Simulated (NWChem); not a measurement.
## Correlation energy of H₃B

SMILES: B
```xyz
4

B      0.0000     0.0000     0.0000
H      0.0000     0.0000     1.2044
H     -1.0430     0.0000    -0.6022
H      1.0430     0.0000    -0.6022
```
Charge 0, spin multiplicity 1.

Program: NWChem. The geometry was optimised at B3LYP/def2-SVP, a minimum by its harmonic frequencies.

Basis set: def2-TZVP. Each correlation energy counts from its own Hartree-Fock reference.

| method | correlation energy (mHa) | difference from CCSD(T) |
|---|---|---|
| MP2 | -106.0 | +25.6 |
| SCS-MP2 | -117.7 | +13.9 |
| CR-CCSD[T] | -131.4 | +0.2 |
| CR-CCSD(T) | -131.4 | +0.2 |
| CCSD | -129.3 | +2.3 |
| CCSD+T(CCSD) | -131.7 | -0.1 |
| CCSD(T) | -131.6 | 0.0 |

The values span 25.7 mHa, from CCSD+T(CCSD) (lowest) to MP2 (highest). 

The correlated methods keep 1 core orbital frozen. The structure started from a generated list of species. Coupled-cluster values serve here as a point of comparison, not as the truth.
